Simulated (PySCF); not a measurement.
Geometry:
| atom | x (Å) | y (Å) | z (Å) |
| --- | --- | --- | --- |
| B1 | 0.388 | 1.313 | -0.108 |
| C2 | -0.335 | -0.036 | -0.520 |
| C3 | 0.985 | -0.609 | -0.318 |
| C4 | 2.157 | -0.810 | -0.055 |
| C5 | -1.400 | -0.588 | 0.408 |
| Cl6 | -2.875 | 0.414 | 0.311 |
| H7 | 0.910 | 1.991 | -0.956 |
| H8 | 0.407 | 1.618 | 1.060 |
| H9 | -0.636 | -0.090 | -1.576 |
| H10 | 3.186 | -1.043 | 0.151 |
| H11 | -1.690 | -1.615 | 0.143 |
| H12 | -1.056 | -0.573 | 1.451 |

Geometry: PBE0-D3(BJ)/def2-SVP; GIAO absolute shieldings from PySCF 2.14, gas phase, non-relativistic, averaged over equivalent atoms.

At PBE0/cc-pVDZ (118 basis functions, 16 s wall time on 1 thread of an Arm Neoverse N1, shared host):
| atoms | σ (ppm) |
| --- | --- |
| B1 | 75.7 |
| C4 | 108.1 |
| C3 | 130.2 |
| C5 | 146.6 |
| C2 | 161.3 |
| Cl6 | 864.5 |
| H7/H8 | 26.21 |
| H11 | 27.56 |
| H12 | 27.92 |
| H9 | 28.10 |
| H10 | 28.87 |

Task: Predict the values at B3LYP/pcSseg-1 on the same geometry.

Result: 
| atoms | σ at B3LYP/pcSseg-1 | change |
| --- | --- | --- |
| B1 | 57.8 | -17.9 |
| C4 | 86.3 | -21.8 |
| C3 | 109.3 | -20.9 |
| C5 | 126.2 | -20.4 |
| C2 | 143.3 | -18.0 |
| Cl6 | 816.0 | -48.5 |
| H7/H8 | 26.58 | +0.37 |
| H11 | 27.55 | -0.01 |
| H12 | 28.01 | +0.09 |
| H9 | 28.30 | +0.20 |
| H10 | 28.86 | -0.01 |

The largest change is at Cl6 (chlorine bonded to C). Cost: 139 basis functions, 16 s wall time on 1 thread of an Arm Neoverse N1, shared host. The order of the carbon signals is the same at both levels.

A carbon bonded to boron is broadened by the quadrupolar boron nucleus and is often missing from a measured spectrum. Carbons that carry Cl, above all several Cl atoms, come out too deshielded, partly because spin–orbit coupling is missing.
